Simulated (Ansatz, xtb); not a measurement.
## Relative energy of two isomers of CH4NZn

We compare X, the doublet with the links of `N[CH2][Zn]`, with Y, `[CH2][NH][ZnH]`, a doublet. Both are isolated molecules in the gas phase, relaxed with PBE0-D3(BJ)/def2-SVP; the shapes shown needn't be the lowest conformers.

X (Å):

| atom | x (Å) | y (Å) | z (Å) |
| --- | --- | --- | --- |
| C | 0.5759 | 0.0828 | 0.5422 |
| N | -0.6787 | 0.3407 | 1.1814 |
| Zn | 1.8477 | 1.7574 | 0.6446 |
| H | -1.1580 | -0.5089 | 1.4744 |
| H | 0.5491 | -0.2143 | -0.5260 |
| H | -1.3135 | 0.8633 | 0.5852 |
| H | 1.1511 | -0.6722 | 1.1022 |

Y (Å):

| atom | x (Å) | y (Å) | z (Å) |
| --- | --- | --- | --- |
| C | -0.7187 | 1.1326 | 0.7836 |
| N | -0.0556 | 0.2884 | -0.0879 |
| Zn | 1.7499 | 0.1827 | -0.3687 |
| H | -0.1386 | 1.6543 | 1.5492 |
| H | -0.6889 | -0.2317 | -0.6863 |
| H | 3.2521 | 0.0658 | -0.6055 |
| H | -1.7873 | 0.9841 | 0.9613 |

Quicker runs give these differences E(Y) − E(X): GFN2-xTB +4.5 kJ/mol; HF/STO-3G +87.3 kJ/mol (at GFN2-xTB geometries); r2SCAN-D4/def2-SVP +39.8 kJ/mol (at GFN2-xTB geometries).

Estimate E(Y) − E(X) at the level CCSD(T)/def2-SVP + ΔMP2/def2-TZVPP.

Calculated at CCSD(T)/def2-SVP + ΔMP2/def2-TZVPP: E(Y) − E(X) = +17.3 kJ/mol, so structure X lies lower.

Level by level:

```json
{"level": "GFN2-xTB", "geometry": "GFN2-xTB", "E(Y) − E(X) (kJ/mol)": "+4.5", "departure from the last row (kJ/mol)": "−12.8", "job, with rough time for the two": "optimisation, 0.16 s"}
{"level": "HF/STO-3G", "geometry": "GFN2-xTB", "E(Y) − E(X) (kJ/mol)": "+87.3", "departure from the last row (kJ/mol)": "+70.0", "job, with rough time for the two": "single point, 8.7 s"}
{"level": "r2SCAN-D4/def2-SVP", "geometry": "GFN2-xTB", "E(Y) − E(X) (kJ/mol)": "+39.8", "departure from the last row (kJ/mol)": "+22.5", "job, with rough time for the two": "single point, 9.9 s"}
{"level": "PBE0-D3(BJ)/def2-SVP", "geometry": "PBE0-D3(BJ)/def2-SVP", "E(Y) − E(X) (kJ/mol)": "+20.9", "departure from the last row (kJ/mol)": "+3.6", "job, with rough time for the two": "optimisation, 2.7 min"}
{"level": "HF/def2-SVP", "geometry": "PBE0-D3(BJ)/def2-SVP", "E(Y) − E(X) (kJ/mol)": "+7.6", "departure from the last row (kJ/mol)": "−9.6", "job, with rough time for the two": "part of the CCSD(T) run"}
{"level": "MP2/def2-SVP", "geometry": "PBE0-D3(BJ)/def2-SVP", "E(Y) − E(X) (kJ/mol)": "+11.3", "departure from the last row (kJ/mol)": "−6.0", "job, with rough time for the two": "part of the CCSD(T) run"}
{"level": "CCSD(T)/def2-SVP", "geometry": "PBE0-D3(BJ)/def2-SVP", "E(Y) − E(X) (kJ/mol)": "+17.0", "departure from the last row (kJ/mol)": "−0.3", "job, with rough time for the two": "single point"}
{"level": "CCSD(T)/def2-SVP + ΔMP2/def2-TZVPP", "geometry": "PBE0-D3(BJ)/def2-SVP", "E(Y) − E(X) (kJ/mol)": "+17.3", "departure from the last row (kJ/mol)": "", "job, with rough time for the two": "single point, 87 s"}
```

As drawn, Y has 1 N–Zn, 1 Zn–H in place of 1 C–Zn, 1 N–H.

The levels shown agree on the order. The largest departure from CCSD(T)/def2-SVP + ΔMP2/def2-TZVPP is that of HF/STO-3G, 70.0 kJ/mol. The last row adds to CCSD(T) the change of the MP2 difference between the two basis sets, here +0.3 kJ/mol.

With harmonic frequencies from PBE0-D3(BJ)/def2-SVP (ideal gas, rigid rotor, one conformer each, 298.15 K, 1 atm): the zero-point term adds −17.7 kJ/mol; ΔH is +1.0 and ΔG −0.1 kJ/mol. In free energy the two are nearly level.

Open shells are spin-unrestricted, with notable spin contamination under HF/STO-3G. The correlated steps freeze 7 core orbitals; the last core shell of Zn is correlated, in a basis made for valence electrons. Run with Ansatz 0.2.0, xtb 6.7.1; the last row on 1 thread of Arm Neoverse V1 on a shared host.
